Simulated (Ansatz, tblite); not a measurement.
Cost and result up the ladder for cis-[FeF2(H2O)4]+ (FeO₄F₂H₈⁺) (15 atoms). Total charge 1; sextet. Geometry: PBE-D4/def2-SVP.

```tsv
atom	x (Å)	y (Å)	z (Å)
Fe1	0.0134	-0.1401	0.3782
F2	-0.4108	0.7937	1.8697
O3	0.0989	-0.6918	-1.7131
H4	-0.6816	-0.5490	-2.2857
H5	0.2941	-1.6519	-1.7424
F6	0.4928	-1.8767	0.6314
O7	-0.1884	1.7633	-0.5986
H8	0.4656	2.0882	-1.2490
H9	-0.3166	2.4728	0.0641
O10	2.1080	0.2991	0.6164
H11	2.5557	-0.5635	0.7524
H12	2.2704	0.8044	1.4407
O13	-2.0541	-0.7532	0.2962
H14	-2.5514	-0.2916	1.0047
H15	-2.0960	-1.7037	0.5350
```

Ansatz on 4 threads of Intel Xeon Platinum 8259CL on a shared host; xTB runs through tblite on one thread. Times are rough, summed over both states, and most runs start from the orbitals of an earlier one. PBE0-D4/def2-TZVP serves as the yardstick here, not as an exact answer. The other state is a doublet at its own geometry.

The xTB rows come from tblite. LC-ωPBE has ω = 0.4 bohr⁻¹. HSE06 is defined as in plane-wave codes, on full-range PBE exchange. The name describes the sextet; other states may take another shape.

Run but left out: HF/STO-3G, HF/def2-TZVP, MP2/def2-TZVP (doublet: ⟨S²⟩ 1.75 to 2.45, where a pure state has 0.75).

xTB has no spin-polarisation term.

```json
{"level": "GFN2-xTB", "functions": "41", "wall time": "0.031 s", "doublet − sextet (eV)": "-3.57", "difference from PBE0-D4/def2-TZVP (eV)": "-4.94", "remarks": "–"}
{"level": "GFN1-xTB", "functions": "49", "wall time": "0.075 s", "doublet − sextet (eV)": "-3.10", "difference from PBE0-D4/def2-TZVP (eV)": "-4.47", "remarks": "–"}
{"level": "LDA (SPW92)/def2-TZVP", "functions": "279", "wall time": "12 s", "doublet − sextet (eV)": "0.06", "difference from PBE0-D4/def2-TZVP (eV)": "-1.31", "remarks": "–"}
{"level": "PBE-D4/def2-TZVP", "functions": "279", "wall time": "26 s", "doublet − sextet (eV)": "0.60", "difference from PBE0-D4/def2-TZVP (eV)": "-0.77", "remarks": "–"}
{"level": "BLYP-D4/def2-TZVP", "functions": "279", "wall time": "32 s", "doublet − sextet (eV)": "0.50", "difference from PBE0-D4/def2-TZVP (eV)": "-0.87", "remarks": "–"}
{"level": "r2SCAN-D4/def2-TZVP (with forces)", "functions": "279", "wall time": "59 s", "doublet − sextet (eV)": "1.05", "difference from PBE0-D4/def2-TZVP (eV)": "-0.32", "remarks": "spin-contaminated (⟨S²⟩ 0.94) (doublet)"}
{"level": "LC-ωPBE/def2-TZVP", "functions": "279", "wall time": "64 s", "doublet − sextet (eV)": "0.99", "difference from PBE0-D4/def2-TZVP (eV)": "-0.38", "remarks": "–"}
{"level": "HSE06-D4/def2-TZVP", "functions": "279", "wall time": "79 s", "doublet − sextet (eV)": "1.40", "difference from PBE0-D4/def2-TZVP (eV)": "0.02", "remarks": "–"}
{"level": "PBE0-D4/def2-TZVP (with forces)", "functions": "279", "wall time": "83 s", "doublet − sextet (eV)": "1.37", "difference from PBE0-D4/def2-TZVP (eV)": "0.00", "remarks": "–"}
```
